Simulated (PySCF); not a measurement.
## Static response to an electric field

Species: C6H10O2.
Numbering: `[O:1]=[CH:2][C@@H:3]1[CH2:4][CH2:5][CH2:6][O:7][CH2:8]1` (hydrogens: H9 on C2; H10 on C3; H11, H12 on C4; H13, H14 on C5; H15, H16 on C6; H17, H18 on C8)

Cartesian coordinates in Å at the GFN2-xTB level; atoms count from 1:
```
atom  x, y, z in Å
O1     2.7320   -0.1870    1.3882
C2     1.7490   -0.5593    0.8119
C3     1.1148    0.1577   -0.3531
C4     0.1517    1.2336    0.1847
C5    -1.0561    0.5746    0.8487
C6    -1.6829   -0.4360   -0.1131
O7    -0.7502   -1.4022   -0.5436
C8     0.3269   -0.8208   -1.2344
H9     1.2122   -1.4768    1.1169
H10    1.9021    0.6445   -0.9369
H11   -0.1836    1.8510   -0.6529
H12    0.6773    1.8759    0.8930
H13   -1.7976    1.3286    1.1161
H14   -0.7443    0.0607    1.7591
H15   -2.0957    0.0940   -0.9863
H16   -2.4852   -0.9947    0.3725
H17    0.9598   -1.6509   -1.5565
H18   -0.0390   -0.2866   -2.1259
```

Level: PBE0/def2-SVPD (PySCF), static field, nuclei fixed, core orbitals frozen in the response. The polarisability tensor in these axes (au):

```
x   82.79  0.47  3.86
y    0.47 69.96  1.30
z    3.86  1.30 71.41
```

Question: Diagonalise the tensor; give its mean and Δα, where Δα² is half the sum of the squared differences of the eigenvalues.

Answer: Principal values 68.95, 71.18 and 84.02 au; mean 74.72 au = 11.07 Å³ = 12.32 × 10⁻⁴⁰ C²·m²/J; Δα = 14.09 au (19 % of the mean).

Question: What is the dipole moment, and where does it point?

Answer: (-2.43, 1.10, -1.62) D, 3.12 D in size, pointing from the negative to the positive side. Measured along this direction, the outermost atoms are O1 at the negative end and H15 at the positive end.

Question: Find the Langevin capture rate constant for NH4+ (18.034 u) meeting this molecule (114.068 u), k = 2.342 × 10⁻⁹ cm³/s × √(α in Å³ / reduced mass in u).

Answer: The reduced mass is 15.57 u, so k = 1.97 × 10⁻⁹ cm³/s. The formula leaves out the permanent dipole, which adds to the capture rate.

Question: What depolarisation ratio follows for Rayleigh scattering of linearly polarised light, taking the static tensor?

Answer: ρ = 3Δα²/(45ᾱ² + 4Δα²) = 595.3/(251229 + 793.7) = 0.00236.

Question: In a dilute gas of rigid molecules at 298 K, how does the orientational term μ²/3kT compare with the electronic polarisability?

Answer: In Gaussian units μ²/3kT = 78.89 Å³ against 11.07 Å³, a ratio of 7.13; the Debye molar polarisation (4π/3)N_A(α + μ²/3kT) is 226.9 cm³/mol, leaving out the vibrational part.

The structure is a single GFN2-xTB conformer in the gas phase; no vibrational or solvent corrections.

These values come from a run that also computed excited states. Time: 40 s of wall time. Hardware: one thread of an x86-64 server, no GPU (shared host).
